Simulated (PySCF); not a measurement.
Structure problem from calculated spectra and properties.

Elements present: C, H and N. Monoisotopic mass: 134.0844 u.

- NMR, other nuclei: isotropic shieldings of nuclei other than C and H, by class: -184 (1 N), -131 (1 N) ppm [GIAO PBE0/pcSseg-1]
- 13C NMR: chemical shifts (computed TMS as zero) by class: 164.2 (1 C), 159.0 (1 C), 143.9 (1 C), 133.5 (1 C), 131.3 (1 C), 128.8 (1 C), 65.0 (1 C), 31.5 (1 C) ppm [GIAO PBE0/pcSseg-1]
- Rotational structure: rotational constants A, B, C: 2.891, 0.903, 0.776 GHz [GFN2-xTB]
- 1H NMR: chemical shifts (computed TMS as zero) by class: 12.65 (1 H), 8.58 (1 H), 8.27 (1 H), 6.37 (1 H), 6.18 (1 H), 6.18 (1 H), 5.99 (1 H), 5.92 (1 H), 2.62 (1 H), 2.42 (1 H) ppm [GIAO PBE0/pcSseg-1]
- Dipole: 2.98 D [PBE0/pcSseg-1]

Gas-phase values; electronic properties from PySCF, density fitting. Levels stand in brackets. One conformer (not necessarily the lowest) at the GFN2-xTB geometry, without solvent, vibrations or thermal averaging. NMR values are class means; diastereotopic atoms form classes of their own.

Problem. Which formula fits the mass and the elements?

Solution. C8H10N2 (calculated 134.0844). No other formula that holds each of these elements comes within 0.0003 u with a fitting electron parity and a possible valence count.

Problem. Give a SMILES that accounts for the data.

Solution. Numbering: `[H]/[N:1]=[CH:2]/[CH:3]=[N:4]\[C@H:5]1[CH:6]=[CH:7][CH:8]=[CH:9][CH2:10]1`. Its formula, C8H10N2, gives 5 degrees of unsaturation: 1 ring and 4 π bonds in the structure found. 8 carbons fall into 8 classes; from least to most shielded: imine carbon [C2] (164.2 ppm), imine carbon [C3] (159.0 ppm), alkene CH carbon [C6] (143.9 ppm), alkene CH carbon [C9] (133.5 ppm), alkene CH carbon [C8] (131.3 ppm), alkene CH carbon [C7] (128.8 ppm), ring sp3 carbon bound to nitrogen [C5] (65.0 ppm), allylic carbon [C10] (31.5 ppm). Hydrogen classes from least to most shielded: 1 H on an imine nitrogen, N1 (12.65 ppm), 1 H on an imine carbon, C3 (8.58 ppm), 1 H on an imine carbon, C2 (8.27 ppm), 1 H on an alkene CH carbon, C6 (6.37 ppm), 1 H on an alkene CH carbon, C7 (6.18 ppm), 1 H on an alkene CH carbon, C8 (6.18 ppm), 1 H on an alkene CH carbon, C9 (5.99 ppm), 1 H on an sp3 carbon bound to nitrogen, C5 (5.92 ppm), 1 H on an allylic carbon, C10 (2.62 ppm), 1 H on an allylic carbon, C10 (2.42 ppm). The other shieldings belong to: -184 ppm, imine nitrogen [N4]; -131 ppm, imine nitrogen [N1]. The optimised geometry has point group C1 and is an asymmetric top. Structure: `[H]/N=C/C=N\[C@H]1C=CC=CC1`. Computed isomers that give other values at the same levels: `Cc1cnncc1C1CC1` (13C chemical shifts (computed TMS as zero) by class: 155.7 (1 C), 152.1 (1 C), 143.6 (1 C), 141.5 (1 C), 18.2 (1 C), 14.5 (1 C), 7.0 (2 C) ppm); `C=CCn1nccc1C=C` (13C chemical shifts (computed TMS as zero) by class: 146.9 (1 C), 145.5 (1 C), 142.0 (1 C), 131.4 (1 C), 122.7 (1 C), 119.5 (1 C), 109.3 (1 C), 58.1 (1 C) ppm); `N#C[C@H]1CC[C@H](C#N)CC1` (13C chemical shifts (computed TMS as zero) by class: 126.2 (2 C), 28.6 (4 C), 26.9 (2 C) ppm). The assignments are read from this structure; whether some other isomer fits the data as well wasn't checked. The mirror image fits equally.

Conformer computed: `[H]/[N:1]=[CH:2]/[CH:3]=[N:4]\[C@H:5]1[CH:6]=[CH:7][CH:8]=[CH:9][CH2:10]1`: N1–C2–C3–N4 21°, C3–N4–C5–C6 152°.
